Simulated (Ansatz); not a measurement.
Cost and result up the ladder for `Sc1ccc(-c2ccc(-c3ccc(S)nc3)nc2)nc1` (31 atoms). Charge 0, multiplicity 1. Geometry: PBE-D4/def2-SVP.

```xyz
31

S    -6.164   -2.171    3.292
C    -4.724   -1.518    2.500
C    -4.529   -0.158    2.188
C    -3.346    0.236    1.559
C    -2.364   -0.731    1.243
C    -1.086   -0.391    0.578
C    -0.132   -1.396    0.308
C     1.068   -1.067   -0.318
C     1.320    0.279   -0.677
C     2.571    0.709   -1.342
C     3.632   -0.170   -1.660
C     4.778    0.315   -2.287
C     4.840    1.696   -2.588
S     6.285    2.341   -3.388
N     3.846    2.550   -2.297
C     2.754    2.067   -1.696
N     0.407    1.245   -0.422
C    -0.738    0.920    0.176
N    -2.559   -2.035    1.548
C    -3.685   -2.413    2.147
H    -6.817   -0.982    3.416
H    -5.297    0.592    2.435
H    -3.195    1.298    1.318
H    -0.368   -2.429    0.603
H     1.804   -1.855   -0.526
H     3.571   -1.241   -1.418
H     5.612   -0.356   -2.541
H     5.793    3.611   -3.409
H     1.947    2.781   -1.462
H    -1.433    1.762    0.347
H    -3.789   -3.491    2.372
```

Ansatz on 2 threads of AMD EPYC 7R13 on a shared host and a share (18 GiB) of an NVIDIA H100 80GB HBM3. Times are rough, and most runs start from the orbitals of an earlier one. PBE0-D4/def2-TZVP serves as the yardstick here, not as an exact answer. Differences are given only for rows in sets of like size (and for xTB, whose basis is part of the method), since another set adds its own error. Binding counts from free atoms at the same level (S triplet, C triplet, N quartet, H doublet; other spins of the atoms weren't run), without zero-point energy or a counterpoise term.

Single mean-field runs in def2-TZVP are fitted with def2-universal-jkfit.

```json
{"level": "PBE-D4/def2-SVP", "functions": "343", "wall time": "10 s", "binding energy per atom (eV)": "5.38", "difference from PBE0-D4/def2-TZVP (eV)": "–"}
{"level": "PBE0-D4/def2-SVP", "functions": "343", "wall time": "10 s", "binding energy per atom (eV)": "5.23", "difference from PBE0-D4/def2-TZVP (eV)": "–"}
{"level": "PBE0-D4/def2-TZVP (with forces)", "functions": "698", "wall time": "11 s", "binding energy per atom (eV)": "5.15", "difference from PBE0-D4/def2-TZVP (eV)": "0.00"}
{"level": "PBE-D4/def2-TZVP (with forces)", "functions": "698", "wall time": "11 s", "binding energy per atom (eV)": "5.30", "difference from PBE0-D4/def2-TZVP (eV)": "0.15"}
{"level": "r2SCAN-D4/def2-TZVP", "functions": "698", "wall time": "11 s", "binding energy per atom (eV)": "5.09", "difference from PBE0-D4/def2-TZVP (eV)": "-0.06"}
```
